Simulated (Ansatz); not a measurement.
Species: MnI, net charge 0, septet state. The spin state was set by rule; other spins were not relaxed. 
Structure (B3LYP-D3(BJ)/def2-TZVP (Ansatz, a first-principles code) minimum search):
```xyz
2

Mn     0.0000     0.0000    -1.7823
I      0.0000     0.0000     0.8407
```
Charge 0, spin multiplicity 7.

Dipole moments at this geometry, in debye (magnitudes).

| level | program | dipole (D) |
|---|---|---|
| SVWN5/def2-TZVPD | Ansatz | 2.29 |
| BLYP/def2-TZVPD | Ansatz | (withheld) |
| B97M-V/def2-TZVPD | Ansatz | 2.99 |
| PBE0/def2-TZVPD | Ansatz | 3.07 |
| r2SCANh/def2-TZVPD | Ansatz | 3.11 |
| r2SCAN0/def2-TZVPD | Ansatz | 3.33 |
| HSE06/def2-TZVPD | Ansatz | 3.06 |
| wB97M-V/def2-TZVPD | Ansatz | 3.10 |
| CCSD(T)/def2-SVPD | Ansatz | (withheld) |

### Question
Complete the blanks.

### Answer

- BLYP/def2-TZVPD, dipole (D): 2.29
- CCSD(T)/def2-SVPD, dipole (D): 3.18
